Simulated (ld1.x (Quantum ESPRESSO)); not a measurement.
# Reading a pseudo-wave (Zn (Z = 30))

Columns: radius, all-electron u(r) and pseudo u(r) of the 4p shell (level -1.12 eV) of zinc in the configuration [Ar] 3d10 4s2 4p0; PBE, scalar-relativistic, TM semilocal scheme, ld1.x (Quantum ESPRESSO) 7.5.

```
r (bohr)  all-electron  pseudo
   0.120        0.0927  0.0018
   0.240        0.0041  0.0073
   0.360       -0.1065  0.0165
   0.480       -0.1552  0.0295
   0.600       -0.1464  0.0462
   0.720       -0.1030  0.0667
   0.840       -0.0435  0.0909
   0.960        0.0208  0.1188
   1.080        0.0838  0.1499
   1.200        0.1427  0.1836
   1.320        0.1962  0.2191
   1.440        0.2439  0.2551
   1.560        0.2859  0.2905
   1.680        0.3225  0.3240
   1.800        0.3543  0.3546
   1.920        0.3815  0.3815
   2.040        0.4047  0.4047
   2.160        0.4241  0.4241
   2.280        0.4402  0.4402
   2.400        0.4532  0.4532
   2.520        0.4635  0.4635
   2.640        0.4713  0.4713
   2.760        0.4769  0.4769
   2.880        0.4805  0.4805
   3.000        0.4824  0.4824
   3.120        0.4827  0.4827
```

(1) How many radial nodes do the two functions have?

(2) At about which radius was the pseudo-wave matched?

(3) Is the pseudo-wave norm-conserving?

Answers

(1) The all-electron 4p function has n − l − 1 = 2; the pseudo-wave has 0, since the states of the same l below it are removed with the core.

(2) 2.30 bohr. The columns agree to 0.0005 from 1.80 bohr on; several derivatives are matched, so the curves merge somewhat inside the radius.

(3) Yes: the TM semilocal scheme keeps the norm inside the radius equal to the all-electron one, which fixes the energy derivative of the logarithmic derivative at the level.
